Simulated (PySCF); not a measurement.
What settings do to a single point of [Lu(N2)]3+

The sound run of [Lu(N2)]3+ (singlet in the valence; each metal's 4f electrons, 14 of them, lie in its core potential, out of spins and levels) uses PySCF 2.14.0, RKS PBE, Lu lcecp-1-SVP with ECP60, N def2-SVP; non-relativistic Hamiltonian with scalar-relativistic core potentials where named; density fitting; no spin-orbit coupling, grid (50, 194), threshold 1e-8 Eh and 55 cycles, at the relaxed geometry:

```xyz
3

Lu    0.0000    0.0000   -0.3635
N     0.0000    0.0000    1.9403
N     0.0000    0.0000    3.0648
```

There Lu1 has a Mulliken charge of 2.60 e and the dipole about the centre of mass is 0.01 D. Each run below changes one thing and starts from free metal ions and neutral atoms unless it says otherwise; with 55 cycles, smearing, a level shift and second-order steps follow where DIIS fails, and their cycles count. Energy shifts count from the sound run. On f atoms grids over 110 angular points are at least (60, 302).

| change | outcome | cycles | energy shift (eV) | largest force component (eV/Å) | charge on Lu1 (e) | dipole about the centre of mass (D) |
| --- | --- | --- | --- | --- | --- | --- |
| all coordinates × 0.94 | converged | 10 | 0.48 | 11.85 | 2.56 | 0.05 |
| grid (99, 590) | converged | 11 | -0.0003 | 0.01 | 2.60 | 0.01 |

(1) How does the run with this change end: start from the bare core Hamiltonian, limit 96 cycles?

Forces carry noise of the integration grid, about 0.01 to 0.03 eV/Å.

An lcecp potential fixes the number of 4f electrons, so in runs with it no electron can move into or out of that shell.

## Answers

(1) outcome converged, cycles 17, energy shift (eV) 0.0000, largest force component (eV/Å) 0.01, charge on Lu1 (e) 2.60, dipole about the centre of mass (D) 0.01.
